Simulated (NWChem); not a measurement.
# CH4BIO; SMILES IBOC

```xyz
8

B     -0.6014    -1.0069     0.0000
H     -1.7795    -1.2739     0.0000
I     -0.0290     1.0553     0.0000
O      0.3561    -1.9284     0.0000
C      0.0959    -3.3154     0.0000
H      0.5553    -3.7639    -0.8929
H      0.5553    -3.7639     0.8929
H     -0.9852    -3.5263     0.0000
```
Atoms are numbered in this order, from 1.

Computed with NWChem. STO-3G and 3-21G are far too small for this property and stand as cheap habits. Structure relaxed at the PBE0/def2-SVP level. def2 effective core potentials on I; no spin-orbit coupling. Field at 589 nm.

**Question.** Order these by “isotropic polarisability (bohr³)”, lowest first: B3LYP/def2-SVP (core potentials); B3LYP/def2-SVPD (core potentials); B3LYP/STO-3G (all-electron, non-relativistic).

**Answer.** B3LYP/STO-3G (all-electron, non-relativistic) (25.1), B3LYP/def2-SVP (core potentials) (54.3), B3LYP/def2-SVPD (core potentials) (72.5)
